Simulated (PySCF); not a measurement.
**Two-component Hartree-Fock for Ca¹⁸⁺ (calcium, charge +18)**

Start: 1s2. Calculated with PySCF 2.14 in an even-tempered Gaussian basis (15 s from 17 bohr⁻², ratio 2.4; 9 p from 22 bohr⁻², ratio 2.4; 3 d from 70 bohr⁻², ratio 2.6; 3 f from 100 bohr⁻², ratio 2.6): generalised Hartree-Fock with the X2C-1e Hamiltonian and a Gaussian nucleus; one run each with spin-orbit coupling (SO) switched off, then screened by Boettger's factors, then bare.

```tsv
spinor shell	electrons	ε, spin-free (eV)	ε, screened SO (eV)	ε, bare SO (eV)	weight of nominal j (screened SO)	rms radius, screened SO (bohr)
1s1/2	2	-5132.0	-5132.0	-5132.0	1.000	0.0876
```

```tsv
quantity	spin-free	screened SO	bare SO
E (hartree)	-389.61474	-389.61474	-389.61474
M_J	0	0	0
⟨J²⟩	0.000	0.000	0.000
⟨L²⟩	0.000	0.000	0.000
⟨S²⟩	0.000	0.000	0.000
```

Without spin-orbit coupling the j labels of p, d and f shells carry no meaning; the spin-free column gives the mean over the occupied spinors of each nl shell.
